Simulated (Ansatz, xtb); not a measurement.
**Two isomers of C4H3F5**

Structure a is `FC(F)/C=C\C(F)(F)F`, a singlet and structure b is `FC(F)/C=C/C(F)(F)F`, a singlet. Both are isolated molecules in the gas phase, relaxed with PBE-D3(BJ)/def2-SVP, each in the lowest conformer that the search found.

a (Å):

```yaml
atoms:
  - { symbol: C, position_ang: [0.7132, -0.0968, 0.5819] }
  - { symbol: C, position_ang: [0.9382, 0.5192, -0.7697] }
  - { symbol: C, position_ang: [-0.0179, 0.9326, -1.6174] }
  - { symbol: C, position_ang: [-1.4989, 0.8403, -1.3396] }
  - { symbol: F, position_ang: [1.3396, 0.6747, 1.5248] }
  - { symbol: F, position_ang: [1.3000, -1.3344, 0.6018] }
  - { symbol: F, position_ang: [-1.8994, -0.4438, -1.1510] }
  - { symbol: F, position_ang: [-1.8483, 1.5261, -0.2203] }
  - { symbol: F, position_ang: [-2.2099, 1.3448, -2.3683] }
  - { symbol: H, position_ang: [-0.3537, -0.2076, 0.8687] }
  - { symbol: H, position_ang: [2.0014, 0.6195, -1.0446] }
  - { symbol: H, position_ang: [0.2418, 1.3731, -2.5918] }
```

b (Å):

| atom | x (Å) | y (Å) | z (Å) |
| --- | --- | --- | --- |
| C | 1.4138 | -0.4073 | 0.2589 |
| C | 0.0250 | 0.0085 | -0.1335 |
| C | -0.2237 | 0.9566 | -1.0469 |
| C | -1.6094 | 1.3774 | -1.4388 |
| F | 2.3548 | 0.2090 | -0.5155 |
| F | 1.5438 | -1.7622 | 0.1025 |
| F | -1.8086 | 1.1917 | -2.7655 |
| F | -2.5698 | 0.6930 | -0.7777 |
| F | -1.7970 | 2.6962 | -1.1867 |
| H | 1.6354 | -0.1663 | 1.3267 |
| H | -0.7972 | -0.5129 | 0.3828 |
| H | 0.5940 | 1.4824 | -1.5639 |

Quicker runs give these differences E(b) − E(a): GFN2-xTB −1.6 kcal/mol; HF/STO-3G −1.9 kcal/mol (at GFN2-xTB geometries); r2SCAN-D4/def2-SVP −2.9 kcal/mol (at GFN2-xTB geometries).

Problem. Estimate E(b) − E(a) at the level CCSD(T)/def2-SVP + ΔMP2/def2-TZVPP.

Solution. Calculated at CCSD(T)/def2-SVP + ΔMP2/def2-TZVPP: E(b) − E(a) = −2.6 kcal/mol, so structure b lies lower.

How the difference moves with the method:

```tsv
level	geometry	E(b) − E(a) (kcal/mol)	departure from the last row (kcal/mol)	job, with rough time for the two
GFN2-xTB	GFN2-xTB	−1.6	+0.9	optimisation, 0.27 s
HF/STO-3G	GFN2-xTB	−1.9	+0.7	single point, 0.38 s
r2SCAN-D4/def2-SVP	GFN2-xTB	−2.9	−0.3	single point, 3.3 s
PBE-D3(BJ)/def2-SVP	PBE-D3(BJ)/def2-SVP	−2.6	0.0	optimisation, 20 s
HF/def2-SVP	PBE-D3(BJ)/def2-SVP	−4.2	−1.6	part of the CCSD(T) run
MP2/def2-SVP	PBE-D3(BJ)/def2-SVP	−3.3	−0.8	part of the CCSD(T) run
CCSD(T)/def2-SVP	PBE-D3(BJ)/def2-SVP	−3.2	−0.7	single point
CCSD(T)/def2-SVP + ΔMP2/def2-TZVPP	PBE-D3(BJ)/def2-SVP	−2.6		single point, 2.1 min
```

As drawn, both hold the same kinds of bond in the same numbers.

The levels shown agree on the order. The largest departure from CCSD(T)/def2-SVP + ΔMP2/def2-TZVPP is that of HF/def2-SVP, 1.6 kcal/mol. The last row adds to CCSD(T) the change of the MP2 difference between the two basis sets, here +0.7 kcal/mol.

With thermal terms from frequencies at re-optimised GFN2-xTB minima (ideal gas, soft modes damped towards free rotors, one conformer each, 298.15 K, 1 atm): the zero-point term adds −0.2 kcal/mol; ΔH is −2.7 and ΔG −3.0 kcal/mol.

The correlated steps freeze 9 core orbitals. Codes used: Ansatz 0.2.0, xtb 6.7.1; the last row on 4 threads of Arm Neoverse V1 on a shared host.
